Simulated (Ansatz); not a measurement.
`[F][GaH][O][GeH3]`, charge 0, multiplicity 1.

(1) Give a relaxed structure at PBE0-D4/def2-TZVP (Ansatz). (An estimate is asked.)

## Answers

(1) Ansatz gave: 
```xyz
8

F    -2.0857   -0.4905    1.0453
Ga   -1.4764    0.9908    0.3203
O     0.1525    0.8127   -0.3216
Ge    1.2150   -0.6170   -0.3260
H    -2.3384    2.2649    0.2905
H     1.4912   -1.0488    1.1243
H     2.5058   -0.1603   -1.0211
H     0.5360   -1.7518   -1.1118
```
Point group Cs.
